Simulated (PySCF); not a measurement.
Ge⁺: excitation energy

Ge⁺ [Ar] 3d10 4s2 4p1 (2P) → Ge⁺ [Ar] 3d10 4s1 4p2 (4P), as a difference of total energies. Computed with PySCF 2.14 in aug-cc-pVQZ-DK, with the spin-free X2C one-electron Hamiltonian (Gaussian nucleus). Correlated levels: valence: [Ar] 3d10 frozen. The calculations carry no spin-orbit coupling.

```csv
method,excitation energy (cm⁻¹),error (cm⁻¹)
UHF,39207,-12324
LDA,57144,+5612
PBE,55295,+3764
PBE0,52238,+706
r2SCAN,50485,-1046
BLYP,58705,+7174
CAM-B3LYP,55860,+4328
B2PLYP,52976,+1444
LC-wPBE,50852,-680
MP2 (valence),45950,-5582
SCS-MP2 (valence),48493,-3039
```

Reference: 51531 cm⁻¹ (measured; NIST levels, between the centres of gravity of the two terms).

Errors of the correlated levels include the incompleteness of this basis and the frozen core.
